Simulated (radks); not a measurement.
Problem. Ta5+, 68 electrons, occupied as [Xe] 4f14. Calculated with a radial shooting solver on a logarithmic mesh with Libxc functionals: Dirac Kohn-Sham, PBE, spin-unpolarised, spherical densities, finite nucleus; Fermi nuclear charge, rms radius 5.3507 fm. Some entries of the table are withheld. Estimate them.

orbital,occ.,eigenvalue (eV),<r> (bohr),<r^2> (bohr^2)
1s1/2,2,-67312.29,0.01867,0.0004789
2s1/2,2,-11606.06,0.07835,0.007318
2p1/2,2,-11096.51,0.06487,0.005233
2p3/2,4,-9826.366,0.07271,0.006436
3s1/2,2,-2703.018,(1),0.04786
3p1/2,2,-2476.088,0.1942,0.04397
3p3/2,4,-2202.624,0.2088,0.05059
3d3/2,4,-1818.776,0.1829,0.03931
3d5/2,6,-1759.202,0.1874,0.04114
4s1/2,2,-596.9591,0.4587,0.2378
4p1/2,2,-503.3170,0.4645,(2)
4p3/2,4,-440.3824,0.4976,(3)
4d3/2,4,-286.3581,0.5165,0.3096
4d5/2,6,-274.7971,0.5280,0.3233
5s1/2,2,-129.6105,(4),1.319
5p1/2,2,-101.8004,1.184,1.579
5p3/2,4,-92.3738,1.272,1.821
4f5/2,6,-83.3014,(5),0.4935
4f7/2,8,-81.3035,(6),0.5096

Solution. 
(1) 3s1/2 <r> (bohr): 0.2043
(2) 4p1/2 <r^2> (bohr^2): 0.2459
(3) 4p3/2 <r^2> (bohr^2): 0.2818
(4) 5s1/2 <r> (bohr): 1.085
(5) 4f5/2 <r> (bohr): 0.6266
(6) 4f7/2 <r> (bohr): 0.6364
